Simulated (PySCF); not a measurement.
C₃F₂N₂.
Atom-mapped SMILES: `[N:1]#[C:2][C:3]([F:4])([F:5])[C:6]#[N:7]`

Method used: EOM-IP-CCSD/aug-cc-pVDZ in PySCF, restricted Hartree–Fock reference, 7 core orbitals frozen, non-relativistic, gas phase, PBE0-D3(BJ)/def2-SVP geometry.

The vertical ionisation energies are 14.07, 14.35, 14.37, 14.53, 14.60, 14.99, 16.21, 16.69 eV.

**Question.** Which Hartree–Fock orbital leads each hole, and what is its Koopmans value −ε?

**Answer.** 
```json
{"leading hole (HF orbital)": "HOMO", "Koopmans (eV)": "14.22", "EOM-IP-CCSD (eV)": "14.07", "change (eV)": "-0.15", "one-hole share": "0.95"}
{"leading hole (HF orbital)": "HOMO-1", "Koopmans (eV)": "14.47", "EOM-IP-CCSD (eV)": "14.35", "change (eV)": "-0.12", "one-hole share": "0.96"}
{"leading hole (HF orbital)": "HOMO-4", "Koopmans (eV)": "16.65", "EOM-IP-CCSD (eV)": "14.37", "change (eV)": "-2.28", "one-hole share": "0.94"}
{"leading hole (HF orbital)": "HOMO-5", "Koopmans (eV)": "17.04", "EOM-IP-CCSD (eV)": "14.53", "change (eV)": "-2.51", "one-hole share": "0.93"}
{"leading hole (HF orbital)": "HOMO-2", "Koopmans (eV)": "14.76", "EOM-IP-CCSD (eV)": "14.60", "change (eV)": "-0.16", "one-hole share": "0.96"}
{"leading hole (HF orbital)": "HOMO-3", "Koopmans (eV)": "15.01", "EOM-IP-CCSD (eV)": "14.99", "change (eV)": "-0.02", "one-hole share": "0.95"}
{"leading hole (HF orbital)": "HOMO-6", "Koopmans (eV)": "18.88", "EOM-IP-CCSD (eV)": "16.21", "change (eV)": "-2.67", "one-hole share": "0.94"}
{"leading hole (HF orbital)": "HOMO-7", "Koopmans (eV)": "19.43", "EOM-IP-CCSD (eV)": "16.69", "change (eV)": "-2.74", "one-hole share": "0.95"}
```

**Question.** Does the order of the lines follow the orbital energies?

**Answer.** No: the HOMO-4 hole (14.37 eV) falls below the HOMO-2 hole (14.60 eV); the HOMO-4 hole (14.37 eV) falls below the HOMO-3 hole (14.99 eV); the HOMO-5 hole (14.53 eV) falls below the HOMO-2 hole (14.60 eV); the HOMO-5 hole (14.53 eV) falls below the HOMO-3 hole (14.99 eV). The corrections run from -2.74 to -0.02 eV, with a mean of -1.33 eV over the 8 lines; no line lies above its Koopmans value.

**Question.** At what kinetic energies would He I light (21.22 eV) eject these electrons?

**Answer.** 7.15 eV (HOMO), 6.87 eV (HOMO-1), 6.85 eV (HOMO-4), 6.69 eV (HOMO-5), 6.62 eV (HOMO-2), 6.23 eV (HOMO-3), 5.01 eV (HOMO-6), 4.53 eV (HOMO-7).

**Question.** What total energy has the lowest final state, and which wavelength reaches it?

**Answer.** E(CCSD) + ionisation energy = -422.48696 + 0.51724 = -421.96972 Eh, at the geometry of the initial state. The threshold wavelength is 1239.84 eV nm/14.07 eV = 88.1 nm.

Lines less than 0.15 eV apart could change places at a higher level. One root was sought for each valence orbital with −ε under 21 eV, eight at most, so deeper holes and satellites are missing; no vibrational structure.
